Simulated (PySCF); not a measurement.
## Working out the excitation energy of Ga⁺

Ga⁺ [Ar] 3d10 4s2 (1S) → Ga⁺ [Ar] 3d10 4s1 5s1 (3S). Calculation: PySCF 2.14, in aug-cc-pVTZ-PP with ECP10MDF; scalar relativity through the core potential. Frozen: 3s2 3p6 3d10. Energies in hartree (1 hartree = 27.21139 eV):

```csv
part,Ga⁺ (lower),Ga⁺ (upper)
UHF,-258.098739,-257.684087
CCSD correlation,-0.037348,-0.005781
(T),0.000000,0.000000
```

**Question.** What does Hartree-Fock give?

**Answer.** (-257.684087) − (-258.098739) = 0.414652 hartree = 11.283 eV.

**Question.** What do CCSD and CCSD(T) give?

**Answer.** The CCSD correlation energies differ by 0.031567 hartree = 0.859 eV and the triples by 0.000000 hartree = 0.000 eV, so CCSD gives 12.142 eV and CCSD(T) 12.142 eV.

Measured between the centres of the two terms (NIST): 12.764 eV, so CCSD(T) (valence) is off by -0.622 eV.

What remains against the reference includes basis incompleteness, the frozen core and higher excitations.
